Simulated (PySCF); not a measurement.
C₃H₃ (SMILES C#C[CH2]), doublet, geometry from GFN2-xTB; M062X/6-31G* (PySCF).

The PySCF input:
```python
from pyscf import gto, scf, dft

mol = gto.M(
    atom='''
C     0.00115726    0.01003220    0.11038988
C     0.01388675    0.12038277    1.32463807
C    -0.01295680   -0.11232118   -1.23593195
H     0.02483153    0.21526197    2.36864642
H     0.90225786   -0.24555186   -1.78366465
H    -0.93961264   -0.07827287   -1.77955781
''',
    basis='6-31g*',
    spin=1,
    verbose=4,
)

mf = dft.UKS(mol)
mf.xc = 'm062x'
mf.grids.level = 7
mf.kernel()
```

Output, abridged:

```
PySCF version 2.14.0

[INPUT] verbose = 4
[INPUT] num. atoms = 6
[INPUT] num. electrons = 21
[INPUT] charge = 0
[INPUT] spin (= nelec alpha-beta = 2S) = 1
[INPUT] symmetry False subgroup None
[INPUT] Mole.unit = angstrom
[INPUT] Symbol           X                Y                Z      unit          X                Y                Z       unit  Magmom
[INPUT]  1 C      0.001157260000   0.010032200000   0.110389880000 AA    0.002186904455   0.018958110427   0.208606640124 Bohr   0.0
[INPUT]  2 C      0.013886750000   0.120382770000   1.324638070000 AA    0.026242154260   0.227490465417   2.503203166472 Bohr   0.0
[INPUT]  3 C     -0.012956800000  -0.112321180000  -1.235931950000 AA   -0.024484803451  -0.212256268188  -2.335572894100 Bohr   0.0
[INPUT]  4 H      0.024831530000   0.215261970000   2.368646420000 AA    0.046924790954   0.406786168334   4.476093019732 Bohr   0.0
[INPUT]  5 H      0.902257860000  -0.245551860000  -1.783664650000 AA    1.705020249136  -0.464025764778  -3.370637686568 Bohr   0.0
[INPUT]  6 H     -0.939612640000  -0.078272870000  -1.779557810000 AA   -1.775610552780  -0.147914287284  -3.362876883731 Bohr   0.0

nuclear repulsion = 53.8286223922922
number of shells = 24
number of NR pGTOs = 93
number of NR cGTOs = 48
basis = 6-31g*
ecp = {}

******** <class 'pyscf.dft.uks.UKS'> ********
method = UKS
initial guess = minao
damping factor = 0
level_shift factor = 0
DIIS = <class 'pyscf.scf.diis.CDIIS'>
diis_start_cycle = 1
diis_space = 8
diis_damp = 0
SCF conv_tol = 1e-09
SCF conv_tol_grad = None
SCF max_cycles = 50
direct_scf = True
direct_scf_tol = 1e-13
number electrons alpha = 11  beta = 10
XC library pyscf.dft.libxc version 7.1.2
    S. Lehtola, C. Steigemann, M. J. T. Oliveira, and M. A. L. Marques,  SoftwareX 7, 1–5 (2018)
XC functionals = m062x
    Y. Zhao and D. G. Truhlar,  Theor. Chem. Acc. 120, 215 (2008)
    Y. Zhao and D. G. Truhlar,  Theor. Chem. Acc. 120, 215 (2008)
radial grids:
    Treutler-Ahlrichs [JCP 102, 346 (1995); DOI:10.1063/1.469408] (M4) radial grids

becke partition: Becke, JCP 88, 2547 (1988); DOI:10.1063/1.454033
pruning grids: <function nwchem_prune>
grids dens level: 7
symmetrized grids: False
atomic radii adjust function: <function treutler_atomic_radii_adjust>
small_rho_cutoff = 0
Set gradient conv threshold to 3.16228e-05
tot grids = 409992
init E= -116.336967298031

cycle= 1 E= -115.915161198958  delta_E= 0.422  |g|= 0.159  |ddm|=  1.9
cycle= 2 E= -115.927862464976  delta_E= -0.0127  |g|= 0.0925  |ddm|= 0.353
cycle= 3 E= -115.9328829126  delta_E= -0.00502  |g|= 0.0292  |ddm|= 0.125
cycle= 4 E= -115.933530772185  delta_E= -0.000648  |g|= 0.011  |ddm|= 0.0415
cycle= 5 E= -115.933693199175  delta_E= -0.000162  |g|= 0.00543  |ddm|= 0.0225
cycle= 6 E= -115.933740366278  delta_E= -4.72e-05  |g|= 0.00444  |ddm|= 0.0125
cycle= 7 E= -115.933757485133  delta_E= -1.71e-05  |g|= 0.000858  |ddm|= 0.00678
cycle= 8 E= -115.933759583615  delta_E= -2.1e-06  |g|= 0.00026  |ddm|= 0.00268
cycle= 9 E= -115.933759855492  delta_E= -2.72e-07  |g|= 5.89e-05  |ddm|= 0.00112
cycle= 10 E= -115.933759865767  delta_E= -1.03e-08  |g|= 1.23e-05  |ddm|= 0.000223
cycle= 11 E= -115.933759866163  delta_E= -3.97e-10  |g|= 6.13e-06  |ddm|= 3.83e-05
Extra cycle  E= -115.933759866265  delta_E= -1.01e-10  |g|= 4.14e-06  |ddm|= 1.54e-05
converged SCF energy = -115.933759866265  <S^2> = 0.7732242  2S+1 = 2.0230909
```
